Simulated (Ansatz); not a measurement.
System: BaCl (charge +1, singlet). SMILES: [Cl][Ba+]
Geometry: optimised at B3LYP-D3(BJ)/def2-TZVP (Ansatz, a first-principles code).

Quantity: vertical electron affinity (to the doublet state of charge +0; a negative value means that the extra electron is unbound and the number depends on the basis; each state is the SCF solution reached for its spin), in eV. Correlated levels leave the core frozen unless marked. Open shells are spin-unrestricted. No spin-orbit coupling. Frozen are the shells of the preceding noble gas and the d and f shells that filled before the atom's block. The outer core of K, Ca and their heavier congeners is not correlated, a term that matters for these elements. Past Kr the def2 sets carry scalar-relativistic core potentials. Basis-set limits of correlation are two-point, X^-3; Hartree-Fock from the larger set.

```tsv
level	program	vertical electron affinity (eV)
SVWN5/def2-TZVPD	Ansatz	5.14
PBE/def2-TZVPD	Ansatz	4.98
r2SCAN/def2-TZVPD	Ansatz	4.84
B3LYP/def2-TZVPD	Ansatz	5.05
PBE0/def2-TZVPD	Ansatz	4.93
BHLYP/def2-TZVPD	Ansatz	4.89
CAM-B3LYP/def2-TZVPD	Ansatz	4.99
wB97M-V/def2-TZVPD	Ansatz	4.80
wB97X-V/def2-TZVPD	Ansatz	4.76
wB97X/def2-TZVPD	Ansatz	4.65
CCSD/def2-SVPD	Ansatz	4.58
CCSD/def2-TZVPPD	Ansatz	4.58
CCSD/def2-QZVPPD	Ansatz	4.59
CCSD/CBS(def2-TZVPPD,def2-QZVPPD)	Ansatz	4.59
CCSD(T)/def2-SVPD	Ansatz	4.58
CCSD(T)/def2-TZVPPD	Ansatz	4.58
CCSD(T)/def2-QZVPPD	Ansatz	4.59
CCSD(T)/CBS(def2-TZVPPD,def2-QZVPPD)	Ansatz	4.60
```
